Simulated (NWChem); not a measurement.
Molecule: C$_{3}$H$_{4}$BFO; SMILES C=C1OCB1F

```xyz
10

C      1.3542    -1.6184     0.0000
C      0.3606    -0.7033     0.0000
O     -1.0104    -0.9861     0.0000
C     -1.4720     0.4172     0.0000
B      0.0652     0.8290     0.0000
F      0.7572     1.9564     0.0000
H      1.1487    -2.7002     0.0000
H      2.3984    -1.2766     0.0000
H     -2.0816     0.6361    -0.9033
H     -2.0816     0.6361     0.9033
```
Atoms are numbered in this order, from 1.

All runs: NWChem. Coordinates come from a PBE-D3(BJ)/def2-SVP optimisation. Vzz is the largest principal value of the second derivative of the potential at the nucleus (NWChem prints the opposite sign); η is the asymmetry. Non-relativistic.

For level PBE/cc-pVTZ:

```
Quantity        Value
-------------  ------
Vzz O3 (a.u.)  -1.534
Vzz B5 (a.u.)   0.415
η B5             0.38
```

Problem. What are these values for level PBE/def2-SVP?

Solution. The vzz O3 (a.u.) is -1.485 and the vzz B5 (a.u.) is 0.370. The η B5 is 0.49.
